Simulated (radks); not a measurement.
Species: F. Configuration: [He] 2s2 2p5 (the NIST ground configuration). All-electron calculation, non-relativistic Kohn-Sham, r2SCAN, spin-polarised, spherical densities, point nucleus; open shells are filled with parallel spins first; meta-GGA in the generalised Kohn-Sham scheme. Program: a radial shooting solver on a logarithmic mesh with Libxc functionals.

Normalised radial functions P(r) = r R(r), r in bohr:

```
   r/bohr * 2s up, o 2s down (the largest magnitude, 1.03, reaches the edge; | marks zero, & curves that meet)
 0.008523                             |  &
  0.01174                             |  &
  0.01604                             |   &
  0.02208                             |     &
  0.03041                             |      &
  0.04188                             |        &
  0.05721                             |          &
  0.07879                             |           &
   0.1085                             |          o*
   0.1482                             |        &
   0.2041                             |   &
   0.2811                         &   |
   0.3871               &             |
   0.5289      *o                     |
   0.7284  &                          |
    1.003    &                        |
     1.37           &                 |
    1.887                   o*        |
    2.599                         &   |
    3.579                            &|
```

2s up: eigenvalue -32.487 eV, 1 radial node at r = 0.244 bohr, <r> = 0.996 bohr, 90 % of the charge inside 1.60 bohr. 2s down: eigenvalue -30.298 eV, 1 radial node at r = 0.244 bohr, <r> = 1.01 bohr, 90 % of the charge inside 1.63 bohr.
